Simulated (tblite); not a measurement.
C8H13OP.
Numbering: `[CH2:1]=[CH:2][P:3]([CH2:4][C:5]([CH3:6])=[O:7])[CH:8]1[CH2:9][CH2:10]1` (hydrogens: H11, H12 on C1; H13 on C2; H14, H15 on C4; H16, H17, H18 on C6; H19 on C8; H20, H21 on C9; H22, H23 on C10)

Cartesian coordinates in Å at the GFN2-xTB level; atoms count from 1:
```
atom  x, y, z in Å
C1    -1.5392    2.2190   -1.0499
C2    -0.3508    1.7413   -0.7149
P3     0.0465   -0.0291   -0.6046
C4     1.0700    0.0547    0.9755
C5     2.3745    0.7174    0.6498
C6     3.3630   -0.1713   -0.0578
O7     2.5896    1.8794    0.8963
C8    -1.5036   -0.6388    0.1712
C9    -2.4972   -1.3578   -0.6973
C10   -1.6889   -2.1246    0.2944
H11   -1.7191    3.2774   -1.1494
H12   -2.3818    1.5723   -1.2353
H13    0.4934    2.4029   -0.5597
H14    1.2184   -0.9754    1.3040
H15    0.5192    0.6240    1.7276
H16    3.6891   -0.9637    0.6130
H17    2.8769   -0.6314   -0.9174
H18    4.2260    0.4040   -0.3819
H19   -1.8959   -0.0126    0.9674
H20   -3.5489   -1.2070   -0.5037
H21   -2.2604   -1.4794   -1.7444
H22   -0.9075   -2.7687   -0.0823
H23   -2.1779   -2.5056    1.1785
```

Level: GFN2-xTB in tblite, geometry and Hessian alike; calculated harmonic values, unscaled, isolated species. This tight-binding method is rough: wavenumbers can miss measured ones by several per cent, in bad cases by 10 to 20. One conformer, not necessarily the lowest.

Harmonic wavenumbers (cm⁻¹): 35.5, 50.5, 68.9, 80.2, 102.0, 117.3, 130.7, 181.9, 206.4, 292.1, 298.3, 379.8, 393.2, 504.7, 533.6, 559.1, 673.5, 694.1, 718.7, 806.9, 832.1, 838.1, 874.0, 894.5, 961.0, 963.8, 985.7, 991.9, 1004.7, 1008.7, 1030.3, 1067.1, 1071.2, 1084.4, 1087.1, 1145.2, 1152.2, 1194.1, 1210.0, 1246.1, 1326.7, 1364.9, 1397.4, 1409.7, 1435.3, 1447.0, 1458.2, 1479.7, 1652.1, 1755.9, 2959.5, 2970.0, 2988.0, 3008.2, 3024.7, 3031.0, 3057.0, 3077.4, 3079.4, 3082.9, 3087.2, 3098.4, 3110.0.

A = 1780, B = 740.3, C = 583.5 MHz; mass 156.070 u (most abundant isotopes); point group C1, symmetry number 1.

**Question.** What is the zero-point energy?

**Answer.** Half the sum of the wavenumbers: 40885 cm⁻¹ = 489.09 kJ/mol.

**Question.** Entropy at 298.15 K, 1 bar (ideal gas, RRHO, classical rotation)?

**Answer.** Translation 171.84, rotation 127.25, vibration 175.84: S = 474.9 J/(mol K).

**Question.** And Cp and H(298.15 K) − H(0)?

**Answer.** Cp = 194.50 J/(mol K), of which vibrations give 161.25 (their classical limit is 63 R = 523.8); H(298.15 K) − H(0) = 35.70 kJ/mol without the zero-point energy, 25.78 from vibrations.

**Question.** Which modes carry the vibrational entropy at 298.15 K?

**Answer.** 35.5 cm⁻¹: 22.99; 50.5 cm⁻¹: 20.07; 68.9 cm⁻¹: 17.51; 80.2 cm⁻¹: 16.26; 102.0 cm⁻¹: 14.29; 117.3 cm⁻¹: 13.16 J/(mol K); the other 57 give 71.56 together.

**Question.** Blend soft modes into free rotors: weight 1/[1 + (100 cm⁻¹/ν̃)⁴] for the oscillator and the rest for a rotor with moment μB/(μ + B), μ = h/(8π²ν), B = 10⁻⁴⁴ kg m². What vibrational entropy results?

**Answer.** 156.43 J/(mol K) in place of 175.84, which changes −T·S at 298.15 K by +5.79 kJ/mol.

Hindered rotation and anharmonicity are outside this model. Other conformers, if any are populated, would add a mixing term that is left out. The structure is chiral; the term R ln 2 for an equal mix with its mirror image is left out.
